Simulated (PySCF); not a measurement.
## In: ionisation energy

In [Kr] 4d10 5s2 5p1 (2P) → In⁺ [Kr] 4d10 5s2 (1S), as a difference of total energies. All numbers are calculated (PySCF 2.14, a scalar-relativistic core potential, in cc-pVTZ-PP with ECP28MDF (5s4p3d1f, 39 functions)). Correlated levels: valence: 4s2 4p6 4d10 frozen. The calculations carry no spin-orbit coupling.

```csv
method,ionisation energy (eV),error (eV)
UHF,5.213,-0.390
BP86,5.718,+0.115
LDA,5.711,+0.108
MP2 (valence),5.394,-0.209
SCS-MP2 (valence),5.378,-0.225
CCSD (valence),5.451,-0.152
CCSD(T) (valence),5.472,-0.131
```

Reference: 5.603 eV (measured; NIST levels, between the centres of gravity of the two terms).

Errors of the correlated levels include the incompleteness of this basis and the frozen core.
